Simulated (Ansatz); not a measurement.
Reaction (substitution at a C–O bond): `CBOC(=O)O` + CH₃OH → `COC(=O)O` + `CBO`

Gas-phase electronic energies from Ansatz, PBE0-D4/def2-TZVP geometries. CCSD(T)/CBS adds triple-zeta CCSD(T) − MP2 to the extrapolated MP2 energy (def2 sets, frozen cores). This one scheme is used for every species. DFT in def2-TZVPP. B3LYP here is the variant with VWN-RPA as its local correlation; programs differ in this. One conformer a species, not always the lowest.

| level | ΔE (kJ/mol) | difference from CCSD(T)/CBS |
| --- | --- | --- |
| PBE-D4 | -45.8 | -2.1 |
| r2SCAN-D4 | -46.7 | -3.0 |
| PBE0-D4 | -44.4 | -0.7 |
| B3LYP-D4 | -43.7 | 0.0 |
| ωB97M-V | -45.3 | -1.6 |
| B3LYP | -43.8 | -0.1 |
| HF/def2-TZVPP | -39.3 | 4.4 |
| CCSD(T)/def2-TZVPP | -44.9 | -1.2 |
| MP2/def2-QZVPP | -46.1 | -2.4 |
| MP2/CBS(def2) | -45.8 | -2.1 |
| CCSD(T)/CBS | -43.7 | 0 |

Largest T1 diagnostic among the species: 0.014.

In def2-TZVPP, CCSD(T) changes the Hartree–Fock value by −5.6 kJ/mol (the triples alone add −1.1 kJ/mol) and MP2 by −7.7 kJ/mol.
